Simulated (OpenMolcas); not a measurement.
A calculation on Mg.

* Program: OpenMolcas
* Method: CASSCF
* Basis: ANO-RCC-VQZP [6s5p3d2f1g]
* Scalar Hamiltonian: DKH2, point nucleus
* Active space: 2 electrons in 4 orbitals (3s 3p)
* State averaging: 2S+1 = 1 even, 1 root; 2S+1 = 3 odd, 3 roots
* Spin-orbit coupling: RASSI with atomic mean-field integrals over the reference wave functions, term energies averaged over their components

Question: Which level of the active space comes out lowest?

Answer: 3s² ¹S₀, with 100 % of that term; it is also the measured ground level.

Question: How high does 3s 3p ³P°₂ lie?

Answer: 21922 cm⁻¹ above the lowest level; measured 21911 cm⁻¹ above the ground level, so the calculation is off by 0 %.

Question: How high does 3s 3p ³P°₁ lie?

Answer: 21891 cm⁻¹ above the lowest level; measured 21870 cm⁻¹ above the ground level, so the calculation is off by 0 %.

Question: How high does 3s 3p ³P°₀ lie?

Answer: 21876 cm⁻¹ above the lowest level; measured 21850 cm⁻¹ above the ground level, so the calculation is off by 0 %.

Measured values: NIST Handbook of Basic Atomic Spectroscopic Data.

Without dynamic correlation excited terms often stand tens of per cent too high (terms of higher spin than the ground term too low), and those without a measured partner can miss by more than the paired ones. Measured partners are found by configuration, term and J. A level has none where our copy of the source lacks it or the pairing is in doubt (some pairs that miss far off the trend of their configuration count as doubtful), and it then counts in no deviation. Levels of configurations outside the active space are missing.

° marks odd parity.
